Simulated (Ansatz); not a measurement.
Two isomers of H8O2Si3: A = `O[SiH2][SiH](O)[SiH3]`, B = `O[SiH]([SiH3])O[SiH3]`.

Program: Ansatz. Geometries: PBE0-D4/def2-TZVP. ΔE: electronic, gas phase. CBS: MP2 limit from def2 TZ/QZ plus the TZ coupled-cluster correction, frozen cores. DFT in def2-TZVPP. B3LYP here is the variant with VWN-RPA as its local correlation; programs differ in this. One conformer a species, not always the lowest.

A:

```xyz
13

O    -1.936    1.788    0.111
Si   -1.501    0.301    0.723
Si    0.799    0.334    0.227
O     0.965    1.521   -0.920
Si    1.583   -1.702   -0.615
H    -2.863    2.032    0.116
H    -1.827    0.196    2.174
H    -2.254   -0.787    0.033
H     1.571    0.668    1.462
H     0.226    2.136   -0.954
H     3.022   -1.632   -0.987
H     0.796   -2.113   -1.809
H     1.417   -2.742    0.440
```

B:

Z-matrix (Å, degrees):
```
Si
Si 1 2.352
O 1 1.635 2 109.0
O 1 1.642 2 111.0 3 -122.7
H 1 1.481 2 113.1 3 120.4
H 2 1.489 1 111.3 3 -52.7
H 2 1.491 1 110.0 3 67.2
H 2 1.488 1 110.4 3 -173.4
Si 3 1.634 1 148.3 2 -5.5
H 4 0.958 1 118.4 2 51.6
H 9 1.483 3 109.5 1 118.2
H 9 1.488 3 109.9 1 -1.9
H 9 1.484 3 109.2 1 -121.8
```

(1) Which is lower in electronic energy at CCSD(T)/CBS, and by how much? (Best estimate.)

(2) Give E(B) − E(A) in kcal/mol with ωB97M-V, B3LYP-D4, PBE-D4, PBE0-D4, B3LYP, r2SCAN-D4, HF/def2-TZVPP. (Estimate.)

Largest T1 diagnostic: 0.013.

Results:

(1) The calculation gave: B, by 31.6 kcal/mol.

(2) Ansatz gave: ωB97M-V -31.9, B3LYP-D4 -31.4, PBE-D4 -25.2, PBE0-D4 -27.4, B3LYP -31.3, r2SCAN-D4 -30.2, HF/def2-TZVPP -37.7. None reverses the order clearly.

From PBE to PBE0 (25 % exact exchange), in def2-TZVPP and without D4, E(B) − E(A) moves by −2.1 kcal/mol. In def2-TZVPP, CCSD(T) changes the Hartree–Fock value by +5.8 kcal/mol (the triples alone add +0.8 kcal/mol) and MP2 by +4.5 kcal/mol.
